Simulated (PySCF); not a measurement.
# Telling isomers of C7H16OSi apart by NMR

- PBE0/pcSseg-1 with gauge-including orbitals
- structure optimised with GFN2-xTB
- run in PySCF 2.14.0 with density-fitted response routines
- equivalent nuclei averaged, a single conformation, in vacuum, relativity neglected

Chemical shifts δ = σref − σ; ¹H, ¹³C against TMS, all at this level. Where no couplings were computed, multiplicities follow the n + 1 count of equivalent neighbours, and m marks all less simple cases (inequivalent or close neighbours, rings, F or P nearby). Shifts are as computed. Against solution values, carbons near 30 ppm lie about +3 ppm off and those near 130 ppm about +5 ppm. Of 1211 compounds with measured shifts, 218 miss one by over three times the rms of a fit or turn the order of signals round; such compounds aren't used in these exercises.

(1) Tabulate the signals of `CCO/C=C(\[SiH3])C(C)C`, `C/C=C(/OC)C(C)(C)[SiH3]` and their relative energies.

(2) What is the quickest way to tell CCO/C=C(\[SiH3])C(C)C from C/C=C(/OC)C(C)(C)[SiH3]?

Answers

(1) 
```json
{"SMILES": "CCO/C=C(\\[SiH3])C(C)C", "carbon types": "1×C 2×CH 1×CH2 3×CH3", "δC": "159.9, 121.1, 69.7, 36.6, 26.0, 17.7", "δH": "6.81 (s, 1H), 4.11 (s, 3H), 3.92 (q, 2H), 2.21 (sept, 1H), 1.41 (t, 3H), 1.10 (d, 6H)", "E rel. (kcal/mol)": "0.0"}
{"SMILES": "C/C=C(/OC)C(C)(C)[SiH3]", "carbon types": "2×C 1×CH 4×CH3", "δC": "169.5, 96.2, 54.1, 33.1, 25.3, 14.2", "δH": "4.28 (q, 1H), 3.81 (s, 3H), 3.49 (s, 3H), 1.94 (d, 3H), 1.43 (s, 6H)", "E rel. (kcal/mol)": "7.8"}
```

Energies are electronic energies at PBE0/pcSseg-1 on these geometries, without zero-point or thermal terms, each for the one conformer computed, which needn't be the lowest.

(2) Both give the same number of carbon signals, but DEPT or the intensities differ. The first has an alkene carbon bearing oxygen (CH) at 159.9 ppm, the second an allylic fully substituted sp3 carbon bonded to Si (C) at 33.1 ppm. Their most deshielded carbons lie at 159.9 and 169.5 ppm. In the proton spectra the most deshielded non-exchanging signals are 6.81 (s, 1H) and 4.28 (q, 1H).
